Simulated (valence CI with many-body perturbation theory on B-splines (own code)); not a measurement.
## Questions on Pb¹⁰⁺

Level of theory: relativistic CI+MBPT: four valence electrons over a frozen Dirac-Fock core [Xe] 4f14, a basis of 7 s, 7 p, 8 d, 6 f, 4 g, 1 h functions for each j, with the one-electron correlation potential Σ1, the two-electron term Σ2, the three-electron term Σ3, Breit, model QED; selected CI, second order for the rest, scaled by the run's own slope (own B-spline code, finite nucleus).

No measured levels were compared; by estimate terms of the open shell hold to 2 to 4 % of their energy, and close levels can change places. Only levels of the ground parity were solved; by the run's estimate the other parity begins above the list, which can be wrong where configurations are misplaced.

Levels are named by their leading jj configuration (3d3/2^4 stands for four electrons in 3d with j = 3/2), which in mixed levels can hold well under half, so a name can repeat and another be missing.

Rates and lifetimes use the calculated energies. Strong lines usually hold to 10 to 20 %, long lifetimes can be off by a factor of two.

Task: What is the ground level?

Result: (5d3/2^4) J=0, composition 48 % 5d4 3P + 44 % 5d4 5D + 7 % 5d4 1S.

Task: What is the ionisation energy?

Result: 183.1 eV; NIST lists 182 ± 2.4 eV (theoretical).

Task: How well does LS coupling describe the low levels?

Result: Among the lowest 20 levels the leading LS term, summed over configurations, holds 54 % on average. For single configurations the figures are 54 % in LS and 82 % in jj coupling. Terms mix most in the J = 4 level at 33573 cm⁻¹, where the leading one holds 31 %.
